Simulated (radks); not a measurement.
Valence configurations of Tc (all share [Kr]). Calculated with a radial shooting solver on a logarithmic mesh with Libxc functionals: scalar-relativistic Kohn-Sham, r2SCAN, spin-polarised, spherical densities, finite nucleus; open shells are filled with parallel spins first (spin-orbit coupling, left out, can overturn this in heavy ions); meta-GGA in the generalised Kohn-Sham scheme; Fermi nuclear charge, rms radius 4.4112 fm. Order these by energy: 4d5 5p2; 4d5 5s1 5p1; 4d5 5s2; 4d4.5 5s2 5p0.5; 4d6.5 5s0.5; 4d3 5s2 5p2; 4d5.5 5s1.5; 4d4.5 5s1.5 5p1; 4d7; 4d2 5s2 5p3.

Answer. From the lowest, in eV above it: 4d5 5s2 0.000; 4d5.5 5s1.5 0.304; 4d5 5s1 5p1 1.735; 4d6.5 5s0.5 1.912; 4d7 3.120; 4d4.5 5s2 5p0.5 3.752; 4d4.5 5s1.5 5p1 4.947; 4d5 5p2 6.162; 4d3 5s2 5p2 18.393; 4d2 5s2 5p3 31.068. NIST lists [Kr] 4d5 5s2 as the ground configuration; this level of theory agrees among the configurations tried. The energies are those of spherical high-spin densities, not of single terms.
